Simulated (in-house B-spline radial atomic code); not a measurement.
A fraction x of an electron is removed from 3p in Ar²⁺, starting from [Ne] 3s2 3p4 and keeping the highest spin. Computed with a radial B-spline atomic code at the basis-set limit: scalar-relativistic (X2C) BHandHLYP, spin-polarised, spherical fractional occupations, Fermi nucleus of rms radius 3.4274 fm.

Caution: exact exchange at fractional occupations of open shells leaves self-interaction of up to several eV.

| x | E(x) - E(0) (eV) | 3p down level (eV) |
| --- | --- | --- |
| 0 | 0.0000 | -32.738 |
| 0.03 | 0.9869 | -33.053 |
| 0.19 | 6.4104 | -34.744 |
| 0.32 | 11.0174 | -36.135 |
| 0.48 | 16.9372 | -37.867 |
| 0.5 | 17.6967 | -38.085 |
| 0.52 | 18.4606 | -38.303 |
| 0.74 | 27.1536 | -40.733 |
| 0.87 | 32.5435 | -42.192 |
| 0.95 | 35.9552 | -43.100 |
| 1 | 38.1245 | - |

The exact functional would give a straight line between the two integer points. Deviations E(x) - E(0) - x[E(1) - E(0)], in eV: -0.157 at x = 0.03, -0.833 at x = 0.19, -1.182 at x = 0.32, -1.363 at x = 0.48, -1.366 at x = 0.5, -1.364 at x = 0.52, -1.059 at x = 0.74, -0.625 at x = 0.87, -0.263 at x = 0.95.

The curve lies below the straight line by up to 1.366 eV (at x = 0.5): convex, the delocalisation error, to which spherically averaged exact exchange adds.

How well does Slater's transition state (minus the level at half occupation) give the ionisation energy?

It gives 38.085 eV against 38.124 eV from the two total energies; NIST lists 40.73 eV, ground level to ground level. The end point has an open shell averaged over its orbitals, so its exact exchange keeps a self-interaction and this is no true integer point.
